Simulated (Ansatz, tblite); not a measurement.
Removing and adding an electron: cis-[VBr2(NH3)4]+ (VBr₂N₄H₁₂⁺). Charge 1, multiplicity 3. Geometry: r2SCAN-D4/def2-SVP. Ansatz, gas phase; energy differences of separate SCF runs; the oxidised species was run as a doublet alone; the reduced species was run as a quartet alone.

```xyz
19

V    -0.4139   -0.1126   -0.4017
Br   -2.7965    0.1353   -0.1203
N     1.7901   -0.2715   -0.1656
H     2.1834   -0.5143    0.7478
H     2.2980    0.5613   -0.4790
H     2.0757   -1.0102   -0.8166
Br   -0.0748   -0.9086   -2.6525
N    -0.2521    0.6932    1.6652
H    -1.0381    1.3436    1.7646
H     0.5892    1.1985    1.9564
H    -0.4176   -0.0187    2.3832
N    -0.6002   -2.1727    0.2986
H    -0.6449   -2.7415   -0.5550
H    -1.5112   -2.2929    0.7534
H     0.0954   -2.6224    0.9006
N    -0.2929    1.9244   -1.1771
H     0.0578    2.7083   -0.6192
H    -1.2629    2.1631   -1.4155
H     0.2155    1.9375   -2.0672
```

The xTB rows come from tblite.

| level | −HOMO (eV) | vertical IE (eV) | −LUMO (eV) | vertical EA (eV) | HOMO–LUMO gap (eV) | IE − EA (eV) | remarks |
| --- | --- | --- | --- | --- | --- | --- | --- |
| GFN1-xTB | – | 16.55 | – | 10.25 | – | 6.30 | – |
| GFN2-xTB | – | 15.72 | – | 9.99 | – | 5.73 | – |
| r2SCAN-D4/def2-TZVP | 8.85 | 11.46 | 7.75 | 5.13 | 1.09 | 6.33 | spin-contaminated (⟨S²⟩ 0.84) (+2 doublet) |

Estimate the rows for PBE-D4/def2-TZVP, PBE0-D4/def2-TZVP.


```csv
level,−HOMO (eV),vertical IE (eV),−LUMO (eV),vertical EA (eV),HOMO–LUMO gap (eV),IE − EA (eV),remarks
PBE-D4/def2-TZVP,8.19,11.03,7.72,4.90,0.47,6.13,–
PBE0-D4/def2-TZVP,10.41,11.93,6.72,5.32,3.69,6.61,spin-contaminated (⟨S²⟩ 0.83) (+2 doublet)
```

Relaxing the oxidised species (r2SCAN-D4/def2-SVP) changes its energy by -0.19 eV at PBE-D4/def2-TZVP, so the adiabatic ionisation energy to this nearest minimum is 10.83 eV. At PBE0-D4/def2-TZVP it is 11.66 eV.     HOMO and LUMO are the levels of the spin that leaves or enters (xTB has no such levels and no spin-polarisation term). Other spin states of the ions may lie lower, which would lower the ionisation energy or raise the affinity. Raw xTB energy differences between charge states are shifted by several eV; the methods need an empirical correction for them.
